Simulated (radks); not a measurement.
The numbers below are computed, except where a source is named.
Radial electron density D(r) = 4 pi r^2 rho(r) of an atom or ion with 35.25 electrons. Level of theory: scalar-relativistic Kohn-Sham, PBEsol, spin-polarised, spherical densities, finite nucleus; Fermi nuclear charge, rms radius of each element as measured or else 0.836 A^(1/3) + 0.57 fm (a radial shooting solver on a logarithmic mesh with Libxc functionals).

r (bohr),D(r) (e/bohr),spin D(r)
0.005052,8.931,-0.0000192
0.005742,10.86,-0.0000233
0.006579,13.26,-0.0000283
0.007477,15.88,-0.0000336
0.008566,19.04,-0.0000399
0.009736,22.35,-0.0000462
0.01107,25.93,-0.0000525
0.01268,29.94,-0.0000586
0.01441,33.75,-0.0000627
0.01651,37.64,-0.0000631
0.01876,40.91,-0.0000566
0.02132,43.57,-0.0000376
0.02443,45.45,0.00000819
0.02777,46.17,0.0000961
0.03181,45.74,0.000280
0.03616,44.35,0.000612
0.04109,42.34,0.00123
0.04708,40.12,0.00247
0.05351,38.66,0.00462
0.0613,38.52,0.00879
0.06967,40.14,0.0158
0.07919,43.43,0.0276
0.09073,48.10,0.0489
0.1031,52.40,0.0815
0.1172,55.19,0.132
0.1343,55.18,0.212
0.1526,51.90,0.319
0.1748,45.66,0.472
0.1987,38.97,0.653
0.2258,33.62,0.863
0.2587,31.21,1.10
0.2941,32.32,1.30
0.3369,35.60,1.46
0.3829,38.26,1.51
0.4352,38.35,1.46
0.4986,34.65,1.30
0.5667,28.32,1.07
0.6493,20.59,0.802
0.7379,14.30,0.560
0.8387,10.10,0.360
0.9609,7.972,0.207
1.092,7.387,0.112
1.251,7.168,0.0510
1.422,6.628,0.0181
1.616,5.561,0.000309
1.852,4.062,-0.00792
2.105,2.655,-0.00939
2.411,1.460,-0.00748
2.74,0.7188,-0.00476
3.115,0.3053,-0.00249
3.568,0.1030,-0.00103
4.056,0.03063,-0.000364
4.646,0.006692,-0.0000946
5.281,0.001248,-0.0000205

What is the nuclear charge?

Answer. Z = 37. The innermost maximum, from 1s, lies near gamma/Z bohr with gamma = sqrt(1 - (Z/c)^2) = 0.963, here 0.026 bohr (found: 0.0282), and its height grows with Z. The density is that of the rubidium ion Rb1.75+ in [Ar] 3d(up 5, down 4.25) 4s2 4p6; the configuration itself is not fixed sharply by these data, and Z only to a few units. D(r) has 3 maxima, at r = 0.0282, 0.126, 0.412 bohr, and minima at 0.0580, 0.263 bohr, inside which lie 2.05, 11.01 electrons.
